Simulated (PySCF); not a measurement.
Match the calculated data to a structure.

All candidates are C6H12O2SSi.

- Rotational structure: rotational constants A, B, C: 1.937, 0.484, 0.445 GHz [GFN2-xTB]
- NMR, other nuclei: isotropic shieldings of nuclei other than C and H, by class: -322 (1 O), 238 (1 O), 418 (1 Si), 152 (1 S) ppm [GIAO PBE0/pcSseg-1]
- 13C NMR: chemical shifts (computed TMS as zero) by class: 205.1 (1 C), 194.1 (1 C), 131.6 (1 C), 48.9 (1 C), 44.0 (1 C), 4.9 (1 C) ppm [GIAO PBE0/pcSseg-1]
- 1H NMR: chemical shifts (computed TMS as zero) by class: 8.10 (1 H), 6.78 (1 H), 3.86 (3 H), 2.92 (1 H), 2.82 (1 H), 2.55 (3 H), 1.18 (1 H), 0.71 (1 H) ppm [GIAO PBE0/pcSseg-1]
- Dipole: 5.24 D [PBE0/pcSseg-1]

Gas-phase values; electronic properties from PySCF, density fitting. Levels stand in brackets. Geometry: GFN2-xTB, one conformer, isolated molecule. GFN2-xTB frequencies show an imaginary mode (28i cm⁻¹), so this geometry is no minimum at that level. NMR classes are plain means over equivalent atoms (diastereotopic ones count apart unless rotation or inversion swaps them), as if these changed places fast.

Task: Which candidate is it?
A. `CS/C(C)=C(/C)[SiH2]OC=O`
B. `C[S@@](=O)/C=C\C(=O)CC[SiH3]`
C. `CO[C@@H]1[Si@@H](SC)[C@@]1(C)C=O`
D. `CCO/C=C/[Si@@H]1OCCS1`

Result: B. It is `C[S@@](=O)/C=C\C(=O)CC[SiH3]`. Numbering: `[CH3:1][S@@:2](=[O:3])/[CH:4]=[CH:5]\[C:6](=[O:7])[CH2:8][CH2:9][SiH3:10]`. 6 carbons fall into 6 classes; from least to most shielded: ketone carbonyl carbon [C6] (205.1 ppm), alkene CH carbon [C4] (194.1 ppm), alkene CH carbon [C5] (131.6 ppm), S-methyl carbon [C1] (48.9 ppm), sp3 carbon next to a carbonyl [C8] (44.0 ppm), sp3 carbon bound to silicon [C9] (4.9 ppm). Hydrogen classes from least to most shielded: 1 H on an alkene CH carbon, C4 (8.10 ppm), 1 H on an alkene CH carbon, C5 (6.78 ppm), 3 H on an SiH3 silicon, Si10 (3.86 ppm, a mean of values up to 0.6 ppm apart in this geometry), 1 H on an sp3 carbon next to a carbonyl, C8 (2.92 ppm), 1 H on an sp3 carbon next to a carbonyl, C8 (2.82 ppm), 3 H on an S-methyl carbon, C1 (2.55 ppm, a mean of values up to 0.9 ppm apart in this geometry), 1 H on an sp3 carbon bound to silicon, C9 (1.18 ppm), 1 H on an sp3 carbon bound to silicon, C9 (0.71 ppm). The other shieldings belong to: -322 ppm, ketone oxygen [O7]; 238 ppm, sulfinyl oxygen [O3]; 418 ppm, SiH3 silicon [Si10]; 152 ppm, sulfinyl sulfur [S2]. The optimised geometry has point group C1 and is an asymmetric top.

The others, at the same levels:
- `CCO/C=C/[Si@@H]1OCCS1` fails: its computed 13C shifts are 166.3 (1 C), 90.5 (1 C), 70.1 (1 C), 64.8 (1 C), 37.6 (1 C), 16.7 (1 C) ppm, 1H shifts are 7.01 (1 H), 5.76 (1 H), 4.42 (1 H), 4.11 (1 H), 3.82 (1 H), 3.77 (1 H), 3.76 (1 H), 3.18 (1 H), 2.81 (1 H), 1.44 (3 H) ppm and rotational constant A is 2.541 GHz (against 1.937 GHz).
- `CO[C@@H]1[Si@@H](SC)[C@@]1(C)C=O` fails: its computed 13C shifts are 203.4 (1 C), 83.4 (1 C), 64.9 (1 C), 49.8 (1 C), 14.5 (1 C), 11.0 (1 C) ppm, 1H shifts are 9.67 (1 H), 4.87 (1 H), 4.02 (1 H), 3.62 (3 H), 2.10 (3 H), 1.54 (3 H) ppm and rotational constant A is 1.203 GHz (against 1.937 GHz).
- `CS/C(C)=C(/C)[SiH2]OC=O` fails: its computed 13C shifts are 165.1 (1 C), 160.9 (1 C), 150.0 (1 C), 25.8 (1 C), 25.2 (1 C), 21.1 (1 C) ppm, 1H shifts are 8.10 (1 H), 5.45 (2 H), 2.38 (3 H), 2.34 (3 H), 1.89 (3 H) ppm and rotational constant A is 1.394 GHz (against 1.937 GHz).

Each candidate is one conformer, not necessarily the lowest. Dipoles, sizes and rotational constants follow the conformer. The torsions of the flexible species, by atom-mapped SMILES:
- `[CH3:1][S@@:2](=[O:3])/[CH:4]=[CH:5]\[C:6](=[O:7])[CH2:8][CH2:9][SiH3:10]`: C1–S2–C4–C5 91°, C4–C5–C6–O7 -10°, C5–C6–C8–C9 -175°, C6–C8–C9–Si10 66°
- `[CH3:1][O:2][C@@H:3]1[Si@@H:4]([S:5][CH3:6])[C@@:7]1([CH3:8])[CH:9]=[O:10]`: C1–O2–C3–Si4 -85°, C3–Si4–S5–C6 117°, Si4–C7–C9–O10 -117°
- `[CH3:1][S:2]/[C:3]([CH3:4])=[C:5](/[CH3:6])[SiH2:7][O:8][CH:9]=[O:10]`: C1–S2–C3–C4 -79°, C3–C5–Si7–O8 -69°, C5–Si7–O8–C9 -177°, Si7–O8–C9–O10 1°

The conformers of `CCO/C=C/[Si@@H]1OCCS1` aren't listed.
